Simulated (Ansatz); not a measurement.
System (SMILES): [SeH] (SeH), doublet.
Atoms: Se1, H2. Bonds: Se1-H2.

Basis-set convergence of the highest harmonic wavenumber at B3LYP with Ansatz (a quantum-chemistry and plane-wave program). Each level at its own minimum, finite differences of forces, unscaled; the reference is a large set that could be run, not a limit. Cartesian d functions, on some or all atoms, in 3-21G, 6-31G; all else is spherical. The program fits the integrals of some runs and decomposes those of others, by size. Open shells are unrestricted. No added dispersion term, no relativity. Reference: the value in pcseg-4, 2397 cm⁻¹.

```tsv
basis	functions	highest harmonic wavenumber (cm⁻¹)
STO-3G	19	[?]
3-21G	25	[?]
6-31G	31	[?]
cc-pVDZ	32	2392
pcseg-1	32	[?]
def2-SVP	37	2404
aug-cc-pVDZ	45	2398
6-311G**	50	2389
def2-TZVP	54	2397
def2-TZVPP	62	2400
def2-TZVPPD	74	2402
aug-cc-pVTZ	82	2398
aug-pcseg-2	82	2398
cc-pVQZ	98	2396
def2-QZVP	105	2397
def2-QZVPPD	131	2398
aug-cc-pVQZ	139	2396
aug-pcseg-3	142	2396
```

Q: Complete the blanks.

A: 
- STO-3G, highest harmonic wavenumber (cm⁻¹): 2607
- 3-21G, highest harmonic wavenumber (cm⁻¹): 2177
- 6-31G, highest harmonic wavenumber (cm⁻¹): 2264
- pcseg-1, highest harmonic wavenumber (cm⁻¹): 2386
